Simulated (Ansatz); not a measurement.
Ansatz (a quantum-chemistry and plane-wave program) input for C3H8Ge, SMILES C=C[CH2][GeH3], PBE0/def2-SVPD. Coordinates come from a B3LYP-D3(BJ)/def2-SVP optimisation. One conformer was computed; it need not be the lowest.

Ansatz 0.2 input:
```yaml
crystal:
  periodic: [false, false, false]
  atoms:
    - {symbol: Ge, position_ang: [1.07044398, 0.25357111, 0.06423263]}
    - {symbol: C, position_ang: [-0.48951532, -0.97558514, 0.04228537]}
    - {symbol: C, position_ang: [-1.76853356, -0.24876027, 0.30927670]}
    - {symbol: C, position_ang: [-2.70252359, 0.04618513, -0.60191953]}
    - {symbol: H, position_ang: [2.38375160, -0.54869851, -0.07526315]}
    - {symbol: H, position_ang: [0.95327614, 1.25485213, -1.10297188]}
    - {symbol: H, position_ang: [1.09673219, 1.03361738, 1.39647413]}
    - {symbol: H, position_ang: [-0.50581241, -1.47390672, -0.93989209]}
    - {symbol: H, position_ang: [-0.29769572, -1.74486213, 0.80865977]}
    - {symbol: H, position_ang: [-1.91832930, 0.09055307, 1.34265252]}
    - {symbol: H, position_ang: [-2.60075888, -0.26410644, -1.64733891]}
    - {symbol: H, position_ang: [-3.60193636, 0.60723729, -0.33562002]}
basis:
  gaussian:
    orbitals: def2-SVPD
hamiltonian:
  xc: {name: PBE0}
```

It prints:

```
WARN ansatz: RAYON_NUM_THREADS=1 ignored (pool sized by the plan → 1); use --threads N
Functional definition: PBE0
integrals: 0.10 GiB planned
1463 factors; their error is unknown
mean field: 0.84 GiB planned
mean field evaluation 1: about -59732.6172 eV, gradient 4.8e1 eV
mean field evaluation 2: about -59729.7627 eV, gradient 5.7e1 eV
mean field evaluation 4: about -59738.3031 eV, gradient 3.6e0 eV
mean field evaluation 8: about -59738.3303 eV, gradient 3.3e-2 eV
mean field evaluation 16: about -59738.4804 eV, gradient 1.8e-5 eV
mean field -59738.48040077 eV, -2195.3486625318 hartree, gradient 1.8e-5 eV, S^2 0.000000; 0 other end points of the search recorded, 0 dependent functions left out
reference -59738.48043723 eV, -2195.3486638720 hartree; 29, 29 occupied and 133, 133 virtual orbitals, 1463 factors
Total energy: -59738.48043723 eV, -2195.3486638720 hartree
```

The calculation finished and met its thresholds.
